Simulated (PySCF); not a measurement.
## [Pb(OH)3]− relaxed at several levels

Computed with PySCF 2.14.0, def2-SVP on the ligands, density fitting, scalar-relativistic core potentials, no spin-orbit coupling, vacuum. Each row is relaxed at its own level from the same template. Distances are means of the shortest metal–ligand contacts, charges and spins Mulliken's; removal energies are rigid, with the ligand's formal charge and no counterpoise, so too large; for an anion taken off a cation in vacuum most of it is the attraction of opposite charges, and multiply charged cations can part far more cheaply with an electron moved from ligand to metal.

| level | basis on the metal | point group | M–OH (Å) | charge on M (e) | HOMO–LUMO gap (eV) | removal of one OH (eV) | strongest infrared band, degenerate modes summed (cm⁻¹) | unstable modes (below −25 cm⁻¹) |
| --- | --- | --- | --- | --- | --- | --- | --- | --- |
| PBE0 | def2-SVP with ECP60 | C3 | 2.191 | 0.48 | 6.52 | 4.66 | 453 | 0 |

Problem. What does the calculation give for r2SCAN, def2-SVP with ECP60?

Solution. point group: C3, M–OH (Å): 2.201, charge on M (e): 0.45, HOMO–LUMO gap (eV): 4.99, removal of one OH (eV): 4.78, unstable modes (below −25 cm⁻¹): not given.
```xyz
7

Pb    0.0000    0.0002   -0.2427
O     1.7374   -0.2288    1.0889
H     1.4638    0.4773    1.6999
O    -0.6713    1.6178    1.0903
H    -1.1463    1.0271    1.7004
O    -1.0661   -1.3915    1.0881
H    -0.3174   -1.5082    1.6985
```

Moved off a saddle point of the template and relaxed again: PBE0, r2SCAN. One start shape was tried for each, so a minimum needn't be the lowest isomer.
